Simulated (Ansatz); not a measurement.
System: sum formula SnOCl, charge 0, multiplicity 2. It need not be the lowest isomer of its formula. 
Structure (B3LYP-D3(BJ)/def2-TZVP (Ansatz, a first-principles code) minimum search):
```
Sn
O 1 1.9919
Cl 1 2.3869 2 95.91
```
Charge 0, spin multiplicity 2.

Property: vertical ionisation energy (to the triplet state of charge +1; each state is the SCF solution reached for its spin; the UHF <S^2> is 2.10 for the triplet (pure: 2.00); for the triplet T1 is 0.046), in eV. Valence correlation only, unless marked. UHF or UKS for open shells. Spin-orbit coupling is left out. The frozen core is the preceding noble-gas configuration, with the filled d and f shells of earlier blocks. In def2 rows, elements after Kr have scalar-relativistic effective core potentials. Basis-set limits of correlation are two-point, X^-3; Hartree-Fock from the larger set. The bracket is a focal-point correction in the basis named.

```json
[
 {"level": "SVWN5/def2-TZVPD", "program": "Ansatz", "vertical ionisation energy (eV)": "10.25"},
 {"level": "B3LYP/def2-TZVPD", "program": "Ansatz", "vertical ionisation energy (eV)": "10.22"},
 {"level": "BHLYP/def2-TZVPD", "program": "Ansatz", "vertical ionisation energy (eV)": "10.24"},
 {"level": "CAM-B3LYP/def2-TZVPD", "program": "Ansatz", "vertical ionisation energy (eV)": "[?]"},
 {"level": "B2PLYP/def2-TZVPD", "program": "Ansatz", "vertical ionisation energy (eV)": "[?]"},
 {"level": "SCS-MP2/def2-TZVPPD", "program": "Ansatz", "vertical ionisation energy (eV)": "10.45"},
 {"level": "RI-MP2/CBS(def2-TZVPPD,def2-QZVPPD)+[CCSD(T)-MP2]/def2-TZVPPD", "program": "Ansatz", "vertical ionisation energy (eV)": "[?]"}
]
```

**Question.** What belongs in the gaps?

**Answer.** 
- CAM-B3LYP/def2-TZVPD, vertical ionisation energy (eV): 10.38
- B2PLYP/def2-TZVPD, vertical ionisation energy (eV): 10.18
- RI-MP2/CBS(def2-TZVPPD,def2-QZVPPD)+[CCSD(T)-MP2]/def2-TZVPPD, vertical ionisation energy (eV): 10.26
